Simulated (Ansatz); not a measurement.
BMe2I (C₂H₆BI). The state is a triplet with charge 0. Geometry PBE0-D4/def2-SVP, that of the neutral singlet.

Cartesian coordinates in Å:
```
B 0.0278 -0.4261 -0.2330
C -1.1659 0.5174 -0.5781
H -0.8105 1.1707 -1.3990
H -1.4223 1.1862 0.2589
H -2.0668 0.0091 -0.9464
C 1.1375 -0.0883 0.8106
H 0.7721 -0.4753 1.7822
H 1.2707 0.9976 0.9403
H 2.1071 -0.5694 0.6253
I 0.1502 -2.3218 -1.2608
```

In the def2 sets I takes a core potential; there is no spin–orbit coupling. At PBE0-D4/def2-TZVP a singlet of charge 0 lies 4.59 eV below the triplet at the same geometry.

Task: Estimate the α-spin orbital energies around the gap (eV) in Ansatz with PBE-D4/def2-TZVP, r2SCAN-D4/def2-TZVP, PBE0-D4/def2-TZVP.

Result: 
```csv
orbital,PBE-D4/def2-TZVP,r2SCAN-D4/def2-TZVP,PBE0-D4/def2-TZVP
HOMO−5,-9.14,-9.44,-10.48
HOMO−4,-8.23,-8.66,-9.71
HOMO−3,-7.83,-8.12,-9.06
HOMO−2,-7.46,-7.85,-8.96
HOMO−1,-7.44,-7.79,-8.72
HOMO,-2.03,-2.26,-2.93
LUMO,-0.44,-0.14,0.36
LUMO+1,0.18,0.80,0.94
LUMO+2,1.35,2.09,2.14
LUMO+3,1.47,2.30,2.16
LUMO+4,1.98,2.60,2.84
LUMO+5,2.24,2.97,3.08
β HOMO,-7.10,-7.47,-8.47
β LUMO,-6.63,-6.59,-6.02
```
